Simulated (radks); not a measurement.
Results of a calculation; reference values are marked as such.
Species: the krypton ion Kr2+. Configuration: [Ar] 3d10 4p6 (not the ground configuration). Code: a radial shooting solver on a logarithmic mesh with Libxc functionals. Model: Dirac Kohn-Sham, PBE, spin-unpolarised, spherical densities, finite nucleus; Fermi nuclear charge, rms radius 4.1884 fm.

Spin-orbit splittings of the eigenvalues, e(l+1/2) - e(l-1/2), with zeta = 2 splitting/(2l+1) and mean radii in bohr:

| shell | occ. | splitting (eV) | zeta (eV) | <r> j=l-1/2 | <r> j=l+1/2 |
|---|---|---|---|---|---|
| 2p | 6 | ? | ? | 0.1573 | 0.1613 |
| 3p | 6 | 7.928 | 5.286 | 0.5329 | 0.5433 |
| 3d | 10 | 1.309 | 0.5234 | 0.5512 | 0.5551 |
| 4p | 6 | 0.8342 | 0.5561 | 1.693 | 1.723 |

Estimate the 2p splitting.

Answer. 53.83 eV (zeta = 35.89 eV).
